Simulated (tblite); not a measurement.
Compound: C3H8B2O2.
Numbering: `[BH2:1][O:2][B:3]([CH:4]=[CH2:5])[O:6][CH3:7]` (hydrogens: H8, H9 on B1; H10 on C4; H11, H12 on C5; H13, H14, H15 on C7)

Computed with GFN2-xTB (tblite), gas phase: L-BFGS steps from a force-field or distance-geometry start until the largest atomic force falls under 0.01 eV/Å.

Step 81: E = -576.4736 eV
```
atom  x, y, z in Å  |  force x, y, z in eV/Å
B1     -1.6530   -1.5980   -0.0681   -0.020   0.016  -0.009
O2     -0.6482   -0.7744   -0.1064   -0.048   0.023   0.005
B3      0.3082    0.1359   -0.2315    0.009   0.016   0.020
C4      1.8358   -0.2688   -0.2926    0.090  -0.009  -0.018
C5      2.4533   -1.0439    0.5881   -0.036   0.017  -0.011
O6      0.0467    1.4684   -0.3000   -0.078   0.027   0.034
C7     -1.2453    2.0288   -0.2302   -0.018  -0.012  -0.039
H8     -2.1518   -1.9641   -1.0825    0.050   0.002   0.128
H9     -2.0582   -1.9609    0.9855   -0.008  -0.009  -0.084
H10     2.4110    0.1594   -1.1086    0.010  -0.069   0.087
H11     3.5042   -1.2873    0.5207   -0.054   0.037  -0.003
H12     1.9283   -1.4604    1.4362    0.028  -0.015  -0.095
H13    -1.9555    1.3777    0.2915    0.081   0.002  -0.048
H14    -1.1657    2.9786    0.3029    0.004  -0.016  -0.009
H15    -1.6142    2.2171   -1.2438   -0.009  -0.010   0.042
```

Step 82: E = -576.4759 eV
```
atom  x, y, z in Å  |  force x, y, z in eV/Å
B1     -1.6467   -1.5958   -0.0644   -0.023  -0.010   0.010
O2     -0.6427   -0.7739   -0.1208   -0.048   0.063   0.002
B3      0.3093    0.1413   -0.2364    0.031   0.019  -0.006
C4      1.8365   -0.2614   -0.2933    0.125  -0.040   0.031
C5      2.4443   -1.0493    0.5824    0.001  -0.036   0.025
O6      0.0455    1.4736   -0.3021   -0.086   0.016   0.013
C7     -1.2479    2.0302   -0.2329   -0.010  -0.029   0.005
H8     -2.1483   -1.9815   -1.0684    0.036   0.004   0.101
H9     -2.0438   -1.9419    0.9969   -0.025  -0.022  -0.064
H10     2.4246    0.1746   -1.0936    0.007  -0.030   0.044
H11     3.4953   -1.2962    0.5290   -0.042   0.063  -0.048
H12     1.9156   -1.4843    1.4178   -0.029   0.002  -0.075
H13    -1.9554    1.3755    0.2864    0.063  -0.012  -0.029
H14    -1.1701    2.9769    0.3039   -0.002   0.013  -0.001
H15    -1.6207    2.2201   -1.2433    0.002  -0.001  -0.007
```

Step 83: E = -576.4780 eV
```
atom  x, y, z in Å  |  force x, y, z in eV/Å
B1     -1.6364   -1.5964   -0.0546    0.014   0.009   0.035
O2     -0.6337   -0.7743   -0.1419   -0.102   0.046   0.010
B3      0.3128    0.1468   -0.2483    0.044   0.042  -0.032
C4      1.8415   -0.2487   -0.2938    0.176  -0.072   0.065
C5      2.4283   -1.0608    0.5756   -0.011  -0.039   0.031
O6      0.0439    1.4789   -0.3122   -0.081   0.007   0.002
C7     -1.2506    2.0318   -0.2397    0.001  -0.029   0.031
H8     -2.1624   -1.9905   -1.0411    0.037   0.001   0.077
H9     -2.0061   -1.9362    1.0190   -0.029  -0.016  -0.066
H10     2.4506    0.2115   -1.0665   -0.037  -0.050   0.085
H11     3.4808   -1.3039    0.5447   -0.026   0.066  -0.064
H12     1.8827   -1.5250    1.3863   -0.030   0.046  -0.125
H13    -1.9534    1.3716    0.2775    0.036  -0.020  -0.022
H14    -1.1751    2.9752    0.3030   -0.002   0.019   0.003
H15    -1.6274    2.2279   -1.2468    0.010  -0.009  -0.028
```

Step 84: E = -576.4808 eV
```
atom  x, y, z in Å  |  force x, y, z in eV/Å
B1     -1.6266   -1.5937   -0.0465    0.023  -0.003   0.066
O2     -0.6288   -0.7702   -0.1590   -0.065   0.073   0.011
B3      0.3164    0.1529   -0.2582    0.035   0.057  -0.057
C4      1.8459   -0.2391   -0.2934    0.082  -0.062   0.075
C5      2.4126   -1.0715    0.5683    0.044  -0.060   0.057
O6      0.0431    1.4843   -0.3218   -0.042   0.008  -0.012
C7     -1.2527    2.0317   -0.2448    0.009  -0.018   0.052
H8     -2.1654   -2.0024   -1.0154    0.007  -0.018  -0.001
H9     -1.9771   -1.9246    1.0342   -0.045  -0.022  -0.014
H10     2.4702    0.2383   -1.0401   -0.011  -0.015   0.040
H11     3.4652   -1.3090    0.5574    0.039   0.045  -0.076
H12     1.8543   -1.5577    1.3547   -0.078   0.037  -0.089
H13    -1.9472    1.3637    0.2717   -0.005  -0.019  -0.013
H14    -1.1799    2.9728    0.3028   -0.004   0.015   0.005
H15    -1.6345    2.2324   -1.2487    0.012  -0.017  -0.043
```

**Question.** Estimate the geometry and energy of step 85. (The exact step hangs on the optimiser's Hessian estimate; all steps are aligned on step 84, rigid shifts and turns removed.)

**Answer.** E = -576.4837 eV, largest force 0.172 eV/Å
```
atom  x, y, z in Å  |  force x, y, z in eV/Å
B1     -1.6107   -1.5924   -0.0310    0.093   0.035   0.057
O2     -0.6214   -0.7643   -0.1969   -0.126   0.007   0.031
B3      0.3228    0.1627   -0.2763    0.018   0.068  -0.064
C4      1.8551   -0.2204   -0.2889    0.064  -0.091   0.093
C5      2.3889   -1.0941    0.5550    0.018   0.004   0.024
O6      0.0424    1.4932   -0.3338   -0.017   0.006  -0.013
C7     -1.2563    2.0325   -0.2526    0.014  -0.005   0.045
H8     -2.1739   -2.0343   -0.9714    0.022   0.000   0.010
H9     -1.9262   -1.8980    1.0693   -0.041  -0.008  -0.034
H10     2.5025    0.2989   -0.9899   -0.048  -0.074   0.108
H11     3.4427   -1.3216    0.5752    0.062   0.014  -0.061
H12     1.8009   -1.6190    1.2965   -0.038   0.076  -0.149
H13    -1.9444    1.3546    0.2597   -0.016  -0.001  -0.021
H14    -1.1883    2.9707    0.3017   -0.010  -0.005   0.001
H15    -1.6384    2.2395   -1.2555    0.006  -0.026  -0.028
```

The energy changes by -0.0029 eV. The first-order estimate −F·Δx gives -0.0046 eV and the mean of the old and new forces, exact on a quadratic surface, -0.0025 eV. The step makes an angle of 85° with the force vector and moves no atom by more than 0.100 Å.

What follows is the cost of the whole relaxation. Hardware: one thread of an AMD EPYC 9B45, shared host with 96 logical CPUs at a one-minute load of 7.2. Cost: 0.36 s.
